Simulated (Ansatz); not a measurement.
Start from `BC(C)[SeH]` and change one atom or group to get `BC(C)Cl`.

Ansatz, PBE0-D4/def2-TZVP geometries, multiplicity 1. Each molecule was computed in one conformer, which needn't be the lowest.

Scalar relativity is left out up to krypton.

| property | `BC(C)[SeH]` |
| --- | --- |
| size of the dipole moment (PBE/def2-TZVPP) / D | 1.58 |
| size of the dipole moment (ωB97M-V/def2-TZVPP) / D | 1.57 |
| HOMO–LUMO gap (ωB97M-V/def2-TZVPP) / eV | 8.98 |
| LUMO energy (PBE/def2-TZVPP) / eV | -2.71 |
| size of the dipole moment (B3LYP/def2-TZVPP) / D | 1.57 |
| HOMO–LUMO gap (B3LYP/def2-TZVPP) / eV | 4.39 |

Task: Give the same properties after the change, and the shifts. (Best estimate.)

Result: The calculation gave: 
```tsv
property	`BC(C)Cl`	shift
size of the dipole moment (PBE/def2-TZVPP) / D	1.98	0.40
size of the dipole moment (ωB97M-V/def2-TZVPP) / D	1.98	0.41
HOMO–LUMO gap (ωB97M-V/def2-TZVPP) / eV	12.48	3.50
LUMO energy (PBE/def2-TZVPP) / eV	-1.43	1.28
size of the dipole moment (B3LYP/def2-TZVPP) / D	1.98	0.41
HOMO–LUMO gap (B3LYP/def2-TZVPP) / eV	7.86	3.47
```

With PBE0 the HOMO falls by 2.16 eV and the LUMO rises by 1.33 eV, so the gap widens by about 3.49 eV. PBE moves the HOMO by -1.96 eV and ωB97M-V by -2.21 eV. Dipoles are sizes alone; their direction can turn.

B3LYP here is the variant with VWN-RPA as its local correlation; programs differ in this.

Spin–orbit coupling is left out; it splits and shifts lone-pair levels of the heavy atoms by tenths of an eV.
